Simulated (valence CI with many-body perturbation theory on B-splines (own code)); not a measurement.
Results of a calculation; reference values are marked as such.
Hyperfine factors and g values of Lu⁵⁰⁺

Level of theory: valence CI with perturbative core correlation (CI+MBPT): three valence electrons over a frozen Dirac-Fock core [Ar], radial functions for each j: 7 s, 7 p, 8 d, 6 f, 4 g, 1 h, with the one-electron correlation potential Σ1 (screened to all orders), the two-electron term Σ2, the three-electron term Σ3, Breit, model QED; selected single and double excitations, second order for the rest, scaled by the run's own slope (own B-spline code, finite nucleus).

No measured spectrum was set against this ion. As an estimate, large intervals hold to a few tenths of a per cent, small ones and those within an open d or f shell to about a per cent. Only levels of the ground parity were solved; by the run's estimate the other parity begins above the list, which can be wrong where configurations are misplaced.

A/g_I is the dipole constant over the nuclear g factor μ/I (μ in nuclear magnetons, uniformly magnetised nucleus), B/Q the quadrupole constant per barn. Both hold the static response of the core; the bare values leave it out. Large factors of s and p1/2 electrons are usually good to 5 to 10 %; those of open d and f shells near neutrality can be off by tens of per cent, and small factors of p3/2, d and f electrons come from cancelling terms and can be off by a factor of two or in sign, in half-filled shells by more. B is blank for J = 1/2, where it vanishes, and for nearly pure S terms. Energies count from the lowest level.

Levels are named by their leading jj configuration (3d3/2^4 stands for four electrons in 3d with j = 3/2), which in mixed levels can hold well under half, so a name can repeat and another be missing. Letters in brackets count levels of one name in rising energy.

| Level | E (eV) | g | A/g_I (MHz) | A/g_I bare | B/Q (MHz/b) | B/Q bare |
| --- | --- | --- | --- | --- | --- | --- |
| (3d3/2^3) J=3/2 | 0.00 | 0.710 | 92300 | 91600 | -54400 | -55100 |
| (3d3/2^2 3d5/2) J=5/2 [a] | 52.83 | 1.051 | 52500 | 52700 | -28800 | -29100 |
| (3d3/2^2 3d5/2) J=3/2 | 58.94 | 1.174 | 42100 | 42600 | -11500 | -11700 |
| (3d3/2^2 3d5/2) J=7/2 | 62.32 | 1.040 | 57100 | 57300 | 22500 | 22700 |
| (3d3/2^2 3d5/2) J=9/2 | 62.46 | 1.037 | 59000 | 59200 | 64600 | 65300 |
| (3d3/2^2 3d5/2) J=1/2 | 63.97 | 1.815 | -40700 | -38500 |  |  |
| (3d3/2^2 3d5/2) J=5/2 [b] | 85.65 | 1.253 | 34100 | 34900 | 94300 | 95400 |
| (3d3/2 3d5/2^2) J=7/2 [a] | 114.08 | 1.111 | 42800 | 43200 | -5300 | -5380 |
| (3d3/2 3d5/2^2) J=9/2 | 118.34 | 1.130 | 44600 | 45000 | 19500 | 19600 |
| (3d3/2 3d5/2^2) J=3/2 [a] | 123.27 | 1.111 | 50500 | 50800 | -56200 | -56800 |
| (3d3/2 3d5/2^2) J=1/2 | 126.04 | 1.502 | -17200 | -15800 |  |  |
| (3d3/2 3d5/2^2) J=11/2 | 127.49 | 1.080 | 50400 | 50700 | 119000 | 120000 |
| (3d3/2 3d5/2^2) J=5/2 [a] | 127.89 | 1.274 | 16700 | 17500 | 67600 | 68400 |
| (3d3/2 3d5/2^2) J=5/2 [b] | 135.70 | 1.097 | 52600 | 53000 | -21900 | -22200 |
| (3d3/2 3d5/2^2) J=7/2 [b] | 136.51 | 1.088 | 51600 | 52000 | 23200 | 23500 |
| (3d3/2 3d5/2^2) J=3/2 [b] | 155.02 | 0.901 | 81100 | 81000 | 73400 | 74300 |
| (3d5/2^3) J=9/2 | 179.41 | 1.155 | 36500 | 37000 | 9830 | 9960 |
| (3d5/2^3) J=3/2 | 192.96 | 1.116 | 39500 | 39900 | 7220 | 7280 |
| (3d5/2^3) J=5/2 | 202.59 | 1.159 | 36700 | 37200 | 9590 | 9700 |

Problem. Take the isotope of mass number 175, with I = 7/2, μ = 2.2257 μN and Q = 3.49 b. What is the hyperfine structure of (3d3/2^2 3d5/2) J=7/2?

Solution. From the table A = 36300 MHz, B = 78500 MHz. Shifts from the centre of gravity in MHz: F = 0: -530000, F = 1: -501000, F = 2: -443000, F = 3: -352000, F = 4: -223000, F = 5: -49300, F = 6: 177000, F = 7: 464000.
